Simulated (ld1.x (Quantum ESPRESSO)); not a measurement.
Before and after: TM potential for zinc

```
Element                 : Zn
Generator               : ld1.x (Quantum ESPRESSO) 7.5
Type                    : norm-conserving Troullier–Martins (Kleinman–Bylander form)
Functional              : PBE
Relativity              : scalar-relativistic
Frozen core             : [Ar]
Valence charge          : 12
Reference configuration : 3d10 4s2 4p0
Partial waves           : 4s (bound): rc 1.40 bohr; 4p (bound, empty): rc 2.30 bohr; 3d (bound): rc 1.05 bohr
Local potential         : all-electron potential smoothed inside 1.40 bohr (lloc = -2)
Core correction         : none
```

Change: all radii scaled by about 1.35 (s 1.88, p 3.10, d 1.42 bohr); local potential all-electron potential smoothed inside 1.88 bohr (lloc = -2).

Cutoffs: the cutoffs (Ry, on a coarse ladder) from which the occupation-weighted sum of valence levels, in a spherical-Bessel basis at the reference potential, stays within 10 and 1 mRy of its value at 400 Ry; they do not see the model core or the augmentation charge, which bear on the density cutoff. Errors are all-electron minus pseudo energies relative to the spin-unpolarised reference configuration.

**Question.** What does the change do?

**Answer.** Of the 7 tests that both files solve, the error grows in 4 and shrinks in 2 by more than 15 % and 0.3 meV (median size 36.4 → 32.6 meV); neither file shows a bound ghost.

| quantity | base | changed |
| --- | --- | --- |
| cutoff, loose | 230 Ry | 140 Ry |
| cutoff, tight | over 300 Ry | 260 Ry |
| loose cutoff by channel (10 mRy a level) | s 30 Ry, d 180 Ry | s 10 Ry, d 120 Ry |
| bound ghosts | none | none |
| error for 3d10 4s1 4p0, meV [ΔE 9.89 eV] | +5.7 | +3.5 |
| error for 3d10 4s0 4p0, meV [ΔE 28.33 eV] | +49 | +41 |
| error for 3d9 4s0 4p0, meV [ΔE 68.86 eV] | +36 | -33 |
| error for 3d10 4s1 4p1, meV [ΔE 5.09 eV] | +3.5 | +4.2 |
| error for 3d10 4s0 4p2, meV [ΔE 10.56 eV] | +17 | +23 |
| error for 3d9 4s2 4p0, meV [ΔE 17.90 eV] | -36 | -188 |
| error for 3d8 4s0 4p0, meV [ΔE 130.68 eV] | -600 | -735 |
